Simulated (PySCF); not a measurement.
**Radial density of Zn⁺ (zinc, charge +1)**

UHF, [Ar] 3d9 4s2, 2D determinant (an excited configuration). Calculation: PySCF 2.14, in dyall-av2z (16s12p7d2f, 101 functions); no relativity, point nucleus.

| r (bohr) | 4πr²ρ (e/bohr) | 4πr²(ρα − ρβ) |
| --- | --- | --- |
| 0.000851 | 0.1595 | 0.0000 |
| 0.00143 | 0.4361 | 0.0000 |
| 0.00241 | 1.163 | 0.0000 |
| 0.00405 | 2.984 | 0.0000 |
| 0.00681 | 7.152 | 0.0000 |
| 0.0115 | 15.34 | -0.0001 |
| 0.0193 | 27.29 | -0.0002 |
| 0.0324 | 36.02 | -0.0003 |
| 0.0545 | 32.34 | -0.0001 |
| 0.0917 | 30.46 | 0.0092 |
| 0.154 | 41.75 | 0.0932 |
| 0.259 | 27.30 | 0.4747 |
| 0.436 | 21.19 | 1.1574 |
| 0.734 | 20.87 | 1.0973 |
| 1.23 | 5.601 | 0.3410 |
| 2.08 | 1.395 | 0.0270 |
| 3.49 | 0.3472 | -0.0033 |
| 5.88 | 0.007700 | -0.0005 |
| 9.88 | 1.639e-05 | 0.0000 |

Where is the radial spin density 4πr²(ρα − ρβ) most negative, and why is it negative at all?

Around r = 3.49 bohr, down to -0.0033 e/bohr: exchange with the open shell polarises the paired shells in an unrestricted calculation.
